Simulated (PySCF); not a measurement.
Computed shifts of a molecule C5H6F2, KT2/pcSseg-1 run with PySCF, GIAO, gas phase, equivalent atoms averaged, in ppm (number of nuclei): ¹³C: 147.6 (1), 146.1 (1), 124.0 (1), 111.1 (1), 17.7 (1). ¹⁹F: -158.1 (1), -194.2 (1). ¹H: 6.26 (1), 5.84 (1), 5.42 (1), 2.31 (3). References: ¹³C against TMS (σ = 185.1 ppm); ¹⁹F against CFCl3 (σ = 127.1 ppm); ¹H against TMS (σ = 31.47 ppm), references at their B3LYP-D3(BJ)/def2-TZVP geometries, non-relativistic. Geometry optimised at ωB97X-D3(BJ)/def2-SVP. The values are those of a single conformer.

### Question
Which molecule gave these data?
(A) C[C@]1(F)C=C(F)C1
(B) C=C/C(F)=C(\C)F
(C) CC=C=CC(F)F
(D) C=C(C)C=C(F)F

### Answer
B, C=C/C(F)=C(\C)F
